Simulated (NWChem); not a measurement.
System: Si2H4Cl2; SMILES [SiH]([SiH3])(Cl)Cl

The following NWChem deck was run.

```
start job
memory heap 200 mb stack 900 mb global 1100 mb
geometry units angstroms
  Si    -2.152027    -0.410873     0.348705
  Si     0.131165    -0.037677     0.515791
  Cl     1.179225    -1.398597    -0.569385
  Cl     0.629323     1.799006    -0.195891
  H     -2.643573    -0.338874    -1.029729
  H     -2.489644    -1.738037     0.866852
  H     -2.888127     0.579088     1.137502
  H      0.718747    -0.092934     1.853794
end
basis spherical
  * library def2-svp
end
dft
  xc xpbe96 cpbe96
  disp vdw 4
  iterations 150
end
driver
  maxiter 120
end
task dft optimize
task dft freq
```

NWChem printed, in part:

```
             Northwest Computational Chemistry Package (NWChem) 7.3.0
             --------------------------------------------------------

 C1  symmetry detected

                             Geometry "geometry" -> ""
                             -------------------------

 Output coordinates in angstroms (scale by  1.889725989 to convert to a.u.)

  No.       Tag          Charge          X              Y              Z
 ---- ---------------- ---------- -------------- -------------- --------------
    1 Si                  14.0000     0.00076978     2.13355567    -0.16214185
    2 Si                  14.0000     0.00008176    -0.08281560     0.52185861
    3 Cl                  17.0000    -1.63329357    -1.06726980    -0.17890878
    4 Cl                  17.0000     1.63267544    -1.06842118    -0.17905266
    5 H                    1.0000    -0.00362385     2.28185266    -1.61983534
    6 H                    1.0000    -1.18224571     2.82525166     0.35347121
    7 H                    1.0000     1.18442023     2.82441688     0.35336673
    8 H                    1.0000     0.00003594    -0.33513559     1.96230735

 Effective nuclear repulsion energy (a.u.)     335.4516559826

                                Z-matrix (autoz)
                                --------

 Units are Angstrom for bonds and degrees for angles

      Type          Name      I     J     K     L     M      Value
      ----------- --------  ----- ----- ----- ----- ----- ----------
    1 Stretch                  1     2                       2.31952
    2 Stretch                  1     5                       1.46522
    3 Stretch                  1     6                       1.46418
    4 Stretch                  1     7                       1.46426
    5 Stretch                  2     3                       2.03178
    6 Stretch                  2     4                       2.03176
    7 Stretch                  2     8                       1.46238
    8 Bend                     1     2     3               111.19305
    9 Bend                     1     2     4               111.19596
   10 Bend                     1     2     8               117.08646
   11 Bend                     2     1     5               112.95967
   12 Bend                     2     1     6               110.32341
   13 Bend                     2     1     7               110.31951
   14 Bend                     3     2     4               106.97445
   15 Bend                     3     2     8               104.83903
   16 Bend                     4     2     8               104.84050
   17 Bend                     5     1     6               107.46392
   18 Bend                     5     1     7               107.75345
   19 Bend                     6     1     7               107.83407
   20 Torsion                  3     2     1     5         -59.36076
   21 Torsion                  3     2     1     6          60.93538
   22 Torsion                  3     2     1     7         179.97502
   23 Torsion                  4     2     1     5          59.73060
   24 Torsion                  4     2     1     6        -179.97326
   25 Torsion                  4     2     1     7         -60.93362
   26 Torsion                  5     1     2     8        -179.81289
   27 Torsion                  6     1     2     8         -59.51675
   28 Torsion                  7     1     2     8          59.52289

  pbe96 is a nonlocal functional; adding pw91lda local functional.

                           NWChem Geometry Optimization
                           ----------------------------

 maximum gradient threshold         (gmax) =   0.000450
 rms gradient threshold             (grms) =   0.000300
 maximum cartesian step threshold   (xmax) =   0.001800
 rms cartesian step threshold       (xrms) =   0.001200
 fixed trust radius                (trust) =   0.300000
 source of zmatrix                         =   autoz

          -------------------
          Energy Minimization
          -------------------

 Using diagonal initial Hessian
 Scaling for Hessian diagonals: bonds = 1.00  angles = 0.25  torsions = 0.10

          --------
          Step   0

                                 NWChem DFT Module
                                 -----------------

 Summary of "ao basis" -> "ao basis" (spherical)
 ------------------------------------------------------------------------------
       Tag                 Description            Shells   Functions and Types
 ---------------- ------------------------------  ------  ---------------------
 Si                         def2-svp                 8       18   4s3p1d
 Cl                         def2-svp                 8       18   4s3p1d
 H                          def2-svp                 3        5   2s1p

            General Information
            -------------------
          SCF calculation type: DFT
          Wavefunction type:  closed shell.
          No. of atoms     :     8
          No. of electrons :    66
           Alpha electrons :    33
            Beta electrons :    33
          Charge           :     0
          Spin multiplicity:     1
          Use of symmetry is: off; symmetry adaption is: off
          Maximum number of iterations: 150
          AO basis - number of functions:    92
                     number of shells:    44
          Convergence on energy requested:  1.00D-06
          Convergence on density requested:  1.00D-05
          Convergence on gradient requested:  5.00D-04

              XC Information
              --------------
          PerdewBurkeErnzerhof Exchange Functional  1.000
            Perdew 1991 LDA Correlation Functional  1.000 local
           PerdewBurkeErnz. Correlation Functional  1.000 non-local

             Grid Information
             ----------------
          Grid used for XC integration:  medium
          Radial quadrature: Mura-Knowles
          Angular quadrature: Lebedev.
          Tag              B.-S. Rad. Rad. Pts. Rad. Cut. Ang. Pts.
          ---              ---------- --------- --------- ---------
          Si                  1.10       88          10.0       590
          Cl                  1.00       88          12.0       590
          H                   0.35       45          11.0       434
          Grid pruning is: on
          Number of quadrature shells:   532
          Spatial weights used:  Erf1

           DFT-D3BJ Model
          s6 scale factor  :        1.000000000000
          s8 scale factor  :        0.787500000000
          a1 parameter     :        0.428900000000
          a2 parameter     :        4.440700000000
              vdW contrib  :       -0.008690998174

      Superposition of Atomic Density Guess
      -------------------------------------

 Sum of atomic energies:       -1498.12124310

      Non-variational initial energy
      ------------------------------

 Total energy =   -1499.268797
 1-e energy   =   -2742.031389
 2-e energy   =     907.310936
 HOMO         =      -0.311560
 LUMO         =       0.058175

   convergence    iter        energy       DeltaE   RMS-Dens  Diis-err
 ---------------- ----- ----------------- --------- --------- ---------
 d= 0,ls=0.0,diis     1  -1500.6552769368 -1.84D+03  1.58D-02  6.04D-01
 d= 0,ls=0.0,diis     2  -1500.5901349877  6.51D-02  1.17D-02  8.21D-01
 d= 0,ls=0.0,diis     3  -1500.7107475461 -1.21D-01  2.81D-03  6.79D-02
 d= 0,ls=0.0,diis     4  -1500.7210970448 -1.03D-02  5.31D-04  1.10D-03
 d= 0,ls=0.0,diis     5  -1500.7212520017 -1.55D-04  1.34D-04  8.37D-05
  Resetting Diis
 d= 0,ls=0.0,diis     6  -1500.7212660481 -1.40D-05  3.14D-05  5.43D-06
 d= 0,ls=0.0,diis     7  -1500.7212671326 -1.08D-06  1.06D-05  2.20D-07
 d= 0,ls=0.0,diis     8  -1500.7212671233  9.33D-09  6.05D-06  2.86D-07

         Total DFT energy =    -1500.721267123294
      One electron energy =    -2743.915830110315
           Coulomb energy =     1006.939248096524
    Exchange-Corr. energy =      -99.187650093908
 Nuclear repulsion energy =      335.451655982579

    Dispersion correction =       -0.008690998174

 Numeric. integr. density =       66.000011442393

                       DFT Final Molecular Orbital Analysis
                       ------------------------------------

[...]

      ----------------------
      Optimization converged
      ----------------------

  Step       Energy      Delta E   Gmax     Grms     Xrms     Xmax
  ---- ---------------- -------- -------- -------- -------- --------
@    7   -1500.72702486 -6.7D-08  0.00004  0.00001  0.00011  0.00037
                                     ok       ok       ok       ok

                                Z-matrix (autoz)
                                --------

 Units are Angstrom for bonds and degrees for angles

      Type          Name      I     J     K     L     M      Value     Gradient
      ----------- --------  ----- ----- ----- ----- ----- ---------- ----------
    1 Stretch                  1     2                       2.34479    0.00004
    2 Stretch                  1     5                       1.50248    0.00002
    3 Stretch                  1     6                       1.50398    0.00002
    4 Stretch                  1     7                       1.50398    0.00002
    5 Stretch                  2     3                       2.08330   -0.00003
    6 Stretch                  2     4                       2.08330   -0.00003
    7 Stretch                  2     8                       1.49979    0.00001
    8 Bend                     1     2     3               107.97114    0.00000
    9 Bend                     1     2     4               107.97263    0.00000
   10 Bend                     1     2     8               115.87380    0.00000
   11 Bend                     2     1     5               107.70925    0.00000
   12 Bend                     2     1     6               109.88165    0.00000
   13 Bend                     2     1     7               109.88252    0.00000
   14 Bend                     3     2     4               109.78721    0.00000
   15 Bend                     3     2     8               107.57860   -0.00000
   16 Bend                     4     2     8               107.57926   -0.00000
   17 Bend                     5     1     6               109.83192   -0.00000
   18 Bend                     5     1     7               109.83311   -0.00000
   19 Bend                     6     1     7               109.67648   -0.00000
   20 Torsion                  3     2     1     5         -59.30260   -0.00000
   21 Torsion                  3     2     1     6          60.31355   -0.00000
   22 Torsion                  3     2     1     7        -178.92069   -0.00000
   23 Torsion                  4     2     1     5          59.34157    0.00000
   24 Torsion                  4     2     1     6         178.95773    0.00000
   25 Torsion                  4     2     1     7         -60.27651    0.00000
   26 Torsion                  5     1     2     8        -179.97952    0.00000
   27 Torsion                  6     1     2     8         -60.36337    0.00000
   28 Torsion                  7     1     2     8          60.40239    0.00000

                         Geometry "geometry" -> "geometry"
                         ---------------------------------

 Output coordinates in angstroms (scale by  1.889725989 to convert to a.u.)

  No.       Tag          Charge          X              Y              Z
 ---- ---------------- ---------- -------------- -------------- --------------
    1 Si                  14.0000    -0.00002519     2.14066312    -0.14484749
    2 Si                  14.0000    -0.00016470    -0.10108313     0.54263759
    3 Cl                  17.0000    -1.70497056    -1.01173932    -0.23485583
    4 Cl                  17.0000     1.70366751    -1.01241337    -0.23619041
    5 H                    1.0000    -0.00110777     2.15796613    -1.64722611
    6 H                    1.0000    -1.22901788     2.83493567     0.37431246
    7 H                    1.0000     1.23007818     2.83426625     0.37256048
    8 H                    1.0000     0.00036042    -0.33116064     2.02467458

 Effective nuclear repulsion energy (a.u.)     329.4009287707

                Final and change from initial internal coordinates
                --------------------------------------------------

                                Z-matrix (autoz)
                                --------

 Units are Angstrom for bonds and degrees for angles

[...]

 Rotational Constants
 --------------------
 A=   0.074650 cm-1  (  0.107402 K)
 B=   0.070081 cm-1  (  0.100828 K)
 C=   0.039469 cm-1  (  0.056786 K)

 Temperature                      =   298.15K
 frequency scaling parameter      =   1.0000

 Zero-Point correction to Energy  =   22.627 kcal/mol  (  0.036059 au)
 Thermal correction to Energy     =   27.055 kcal/mol  (  0.043116 au)
 Thermal correction to Enthalpy   =   27.648 kcal/mol  (  0.044059 au)

 Total Entropy                    =   85.166 cal/mol-K
   - Translational                =   40.480 cal/mol-K (mol. weight = 129.9229)
   - Rotational                   =   28.436 cal/mol-K (symmetry #  =        1)
   - Vibrational                  =   16.250 cal/mol-K

 Cv (constant volume heat capacity) =   23.026 cal/mol-K
   - Translational                  =    2.979 cal/mol-K
   - Rotational                     =    2.979 cal/mol-K
   - Vibrational                    =   17.067 cal/mol-K

[normal modes left out]

 ----------------------------------------------------------------------------
 Normal Eigenvalue ||           Projected Infra Red Intensities
  Mode   [cm**-1]  || [atomic units] [(debye/angs)**2] [(KM/mol)] [arbitrary]
 ------ ---------- || -------------- ----------------- ---------- -----------
    1       -0.000 ||    0.000103           0.002         0.100       0.026
    2        0.000 ||    0.000104           0.002         0.101       0.027
    3        0.000 ||    0.000073           0.002         0.071       0.019
    4        0.000 ||    0.000090           0.002         0.088       0.023
    5        0.000 ||    0.000004           0.000         0.003       0.001
    6        0.000 ||    0.000242           0.006         0.236       0.062
    7       94.414 ||    0.000679           0.016         0.661       0.174
    8      118.847 ||    0.000056           0.001         0.054       0.014
    9      136.474 ||    0.005147           0.119         5.018       1.320
   10      183.297 ||    0.004417           0.102         4.306       1.133
   11      387.328 ||    0.013681           0.316        13.337       3.510
   12      487.598 ||    0.033229           0.767        32.393       8.524
   13      499.528 ||    0.010921           0.252        10.646       2.801
   14      526.766 ||    0.057386           1.324        55.942      14.721
   15      571.976 ||    0.071628           1.653        69.827      18.375
   16      733.443 ||    0.225103           5.193       219.442      57.746
   17      769.362 ||    0.079673           1.838        77.669      20.439
   18      833.612 ||    0.093604           2.160        91.250      24.013
   19      895.444 ||    0.043072           0.994        41.989      11.049
   20      897.909 ||    0.034822           0.803        33.946       8.933
   21     2159.536 ||    0.050125           1.156        48.864      12.859
   22     2176.064 ||    0.042903           0.990        41.824      11.006
   23     2177.857 ||    0.069561           1.605        67.812      17.845
   24     2186.087 ||    0.098932           2.282        96.444      25.379
 ----------------------------------------------------------------------------
```

Level: PBE-D3(BJ)/def2-SVP.
